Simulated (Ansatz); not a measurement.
Born–Oppenheimer molecular dynamics of ClGeH$_{5}$O (8 atoms, charge 0, multiplicity 1). It starts at the highest image of a converged band, a first-order saddle point between two minima.

Computed with Ansatz, RKS PBE0/def2-SVP.

- ensemble: NVE (velocity Verlet)
- time step: 0.5 fs
- steps asked: 200
- starting velocities drawn for: 100 K
- seed: 7736

First frame:

```xyz
8
Properties=species:S:1:pos:R:3
Ge -0.710 -0.452 -0.065
Cl 1.795 -1.170 -0.366
H -0.805 -0.779 -1.556
H -0.806 -1.546 0.994
H -1.869 0.556 0.211
H 1.397 0.509 0.232
O 0.543 1.022 0.513
H 0.455 1.861 0.038
```

Task: How far do the bonds stretch over the last three quarters of this one trajectory? (Pairs bonded in most of those frames.)

Result: 
```
   bond  mean (Å)  spread (Å)  shortest  longest
Ge1–Cl2     2.628       0.020      2.59     2.65
 Ge1–H3     1.530       0.008      1.52     1.54
 Ge1–H4     1.526       0.010      1.51     1.54
 Ge1–H5     1.562       0.007      1.55     1.57
 Ge1–O7     2.021       0.009      2.00     2.03
  H6–O7     1.031       0.011      1.01     1.05
  O7–H8     0.968       0.001      0.97     0.97
```

Mean temperature of the second half: 50 K. The conserved energy stayed within 0.015 meV per atom of its start (net change 0.01 meV per atom), so the integration is sound. A run of 0.1 ps of so small a system gives no equilibrium averages. The orbitals stay closed-shell, which can raise the energy where a bond breaks towards radicals; this wasn't checked here.

Run time: 4.7 min on 2 threads of Intel(R) Xeon(R) Platinum 8488C (Sapphire Rapids), with other jobs on the host, peak memory 0.2 GiB.
